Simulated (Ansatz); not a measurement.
Gas-phase electronic energies from Ansatz, PBE0-D4/def2-TZVP geometries. CBS: MP2 limit from def2 TZ/QZ plus the TZ coupled-cluster correction, frozen cores. This one scheme is used for every species. DFT in def2-TZVPP. HSE06 is defined as in plane-wave codes. Each species was taken in one conformer, which may not be the lowest.

`[CH3][AlH][AlH][F]` + BH₃ → `[BH2][AlH][AlH][CH3]` + H–F  (formal exchange of groups at the Al–F bond)

| level | ΔE (kcal/mol) | difference from CCSD(T)/CBS |
| --- | --- | --- |
| revPBE-D4 | 44.5 | -5.5 |
| B2PLYP | 52.7 | 2.7 |
| HSE06 | 46.3 | -3.7 |
| LC-ωPBE | 50.0 | 0.0 |
| RPA@PBE/def2-TZVPP | 50.3 | 0.3 |
| HF/def2-SVP | 55.1 | 5.1 |
| CCSD(T)/def2-SVP | 50.7 | 0.7 |
| CCSD(T)/def2-TZVPP | 49.7 | -0.3 |
| HF/CBS(def2) | 56.7 | 6.7 |
| CCSD/CBS(def2) | 50.8 | 0.8 |
| CCSD(T)/CBS | 50.0 | 0 |

Largest T1 diagnostic among the species: 0.013.

From PBE to PBE0 (25 % exact exchange), in def2-TZVPP and without D4, ΔE moves by +1.5 kcal/mol. In def2-TZVPP, CCSD(T) changes the Hartree–Fock value by −6.3 kcal/mol (the triples alone add −0.8 kcal/mol) and MP2 by −3.5 kcal/mol. The D4 term adds −0.8 kcal/mol with B3LYP and −0.5 kcal/mol with PBE0; it sums over pairs of atoms, weighted by their polarisabilities, and B3LYP, whose exchange is more repulsive, gets the larger term.

B3LYP here is the variant with VWN-RPA as its local correlation; programs differ in this.
